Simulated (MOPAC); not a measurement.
MOPAC input (MNDO):

```
MNDO PRECISE GNORM=0.05 LET XYZ CHARGE=-1 GEO-OK AUX(PRECISION=9) THREADS=1
CH3OS

C    -1.40547486 1    0.30099854 1    0.07374885 1
S     0.21935365 1   -0.50422896 1   -0.16615706 1
O     1.26866513 1    0.60802811 1    0.23096221 1
H    -1.53048985 1    0.62032050 1    1.11720610 1
H    -2.19873660 1   -0.41231802 1   -0.18333439 1
H    -1.49690385 1    1.18944476 1   -0.56554948 1
```

Task: What heat of formation does the run end on?

Result: -30.24 kcal/mol.
